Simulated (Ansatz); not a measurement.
Species: sum formula SiPH₄ (charge 0, doublet). It need not be the lowest isomer of its formula. 
Geometry from a B3LYP-D3(BJ)/def2-TZVP (Ansatz, a program for electronic structure) optimisation:
```
Si
H 1 1.4892
H 1 1.4892 2 108.42
P 1 2.2575 2 108.18 3 -117.10
H 4 1.4177 1 96.32 2 -73.60
H 4 1.4177 5 94.78 1 96.92
```
Charge 0, spin multiplicity 2.

Basis-set convergence of Hartree-Fock and CCSD(T) correlation energies (hartree) with Ansatz. Cores are frozen in the correlated levels unless marked. UHF or UKS for open shells. Spin-orbit coupling is left out. No relativistic terms.

```tsv
basis	functions	E(HF)	E(corr, CCSD(T))
cc-pV(D+d)Z	66	-631.96742	-0.26375
cc-pV(T+d)Z	134	…	…
```

What belongs in the gaps?


- cc-pV(T+d)Z, E(HF): -631.99214
- cc-pV(T+d)Z, E(corr, CCSD(T)): -0.32162
